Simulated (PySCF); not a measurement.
SiHF, SMILES F[SiH] (connectivity only; charge and spin as stated), neutral, multiplicity 1. Coordinates come from a r2SCAN-D4/def2-TZVPD optimisation. The isomer is the one that the SMILES or the coordinates give; other isomers of the formula were not compared.

TDA-PBE/def2-TZVPD (PySCF) puts the lowest singlet excitations at 2.97, 5.30, 6.24, 6.75, 7.39, 7.54 eV and the lowest triplet (TDA) at 1.59 eV.

Q: What are the lowest singlet roots from EOM-CCSD/aug-cc-pVDZ (PySCF)? (An estimate is asked for; the answer gives what the named calculation found.)

A: 3.12, 5.75, 6.66, 7.46, 7.68, 7.94 eV; triplets 1.79, 4.67, 6.24 eV. S1 differs by 0.15 eV (second minus first; roots are paired by order, and the bases may differ).
